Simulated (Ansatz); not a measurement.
Au20⁻ (started as a model of: Au20 tetrahedron). The state is a doublet with charge -1. Geometry PBE-D4/def2-SVP; atoms count from 1.

Cartesian coordinates in Å:
```
Au -2.544 1.452 4.091
Au -2.810 1.164 1.405
Au -2.984 0.852 -1.263
Au -3.073 0.513 -3.956
Au -1.132 -0.725 3.063
Au -1.537 -1.072 0.225
Au -1.506 -1.390 -2.643
Au 0.019 -2.827 1.786
Au -0.168 -3.162 -1.076
Au 1.502 -4.790 0.462
Au -0.199 1.983 2.686
Au -0.552 1.806 -0.175
Au -0.574 1.317 -3.020
Au 1.146 -0.185 1.495
Au 0.946 -0.540 -1.546
Au 2.458 -2.273 0.104
Au 1.874 2.570 1.036
Au 1.686 2.235 -1.830
Au 3.333 0.248 -0.247
Au 4.114 2.824 -0.597
```

In the def2 sets Au takes a core potential; there is no spin–orbit coupling. Single mean-field runs in def2-TZVP are fitted with def2-universal-jkfit.

(1) Estimate the Mulliken populations from the PBE0/def2-TZVP orbitals of Ansatz.

(2) Where does the spin sit?

(3) And the Mayer bond orders between heavy atoms (over 0.3)?

Answers

(1) 
```csv
atom,charge (e),spin (α − β),d electrons
Au1,0.40,0.17,9.78
Au2,0.12,0.02,9.79
Au3,0.12,0.02,9.79
Au4,0.40,0.18,9.78
Au5,0.17,0.00,9.80
Au6,-1.12,0.06,9.89
Au7,0.17,0.00,9.80
Au8,0.17,0.00,9.80
Au9,0.17,0.00,9.80
Au10,0.40,0.19,9.78
Au11,0.17,0.00,9.80
Au12,-1.10,0.06,9.89
Au13,0.17,0.00,9.80
Au14,-1.11,0.06,9.89
Au15,-1.11,0.06,9.89
Au16,0.12,0.01,9.79
Au17,0.17,0.00,9.80
Au18,0.17,0.00,9.80
Au19,0.13,0.02,9.79
Au20,0.40,0.16,9.78
```
Mulliken values depend strongly on the basis.

(2) Summed by element: Au 1.00, of 1 unpaired in all. Largest on single atoms: Au10 0.19, Au4 0.18, Au1 0.17.

(3) Au1–Au2 0.40 (2.71 Å); Au2–Au3 0.39 (2.69 Å); Au3–Au4 0.40 (2.72 Å); Au5–Au8 0.37 (2.72 Å); Au5–Au14 0.33 (2.82 Å); Au6–Au8 0.34 (2.82 Å); Au6–Au9 0.34 (2.82 Å); Au6–Au12 0.33 (3.07 Å); Au7–Au9 0.37 (2.72 Å); Au7–Au15 0.34 (2.82 Å); Au10–Au16 0.40 (2.72 Å); Au11–Au14 0.34 (2.82 Å); Au11–Au17 0.37 (2.71 Å); Au12–Au17 0.34 (2.82 Å); Au12–Au18 0.34 (2.82 Å); Au13–Au15 0.34 (2.82 Å); Au13–Au18 0.37 (2.71 Å); Au14–Au15 0.33 (3.07 Å); Au16–Au19 0.39 (2.69 Å); Au19–Au20 0.40 (2.71 Å).
